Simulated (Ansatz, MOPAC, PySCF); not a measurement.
Isomers of H2F2Si2. Gas-phase values, no solvent. Strings in code marks are SMILES.

Quantity: electronic energy of isomers of H2F2Si2 relative to `F/[SiH]=[SiH]\F`, in eV. The restricted reference of `F/[SiH]=[SiH]/F` and `F/[SiH]=[SiH]\F` is unstable towards unrestricted orbitals. Semi-empirical values (MOPAC) are differences of heats of formation.

Level 1: B3LYP/3-21G // r2SCAN-D4/def2-TZVP (PySCF)
Level 2: PBE/6-31G* // r2SCAN-D4/def2-TZVP (PySCF)
Level 3: HF/cc-pVTZ // r2SCAN-D4/def2-TZVP (Ansatz, a quantum-chemistry and plane-wave program)
Level 4: PM3 // r2SCAN-D4/def2-TZVP (MOPAC)

```csv
species,level 1,level 2,level 3,level 4
`F/[SiH]=[SiH]/F`,0.100,0.070,0.041,0.045
```
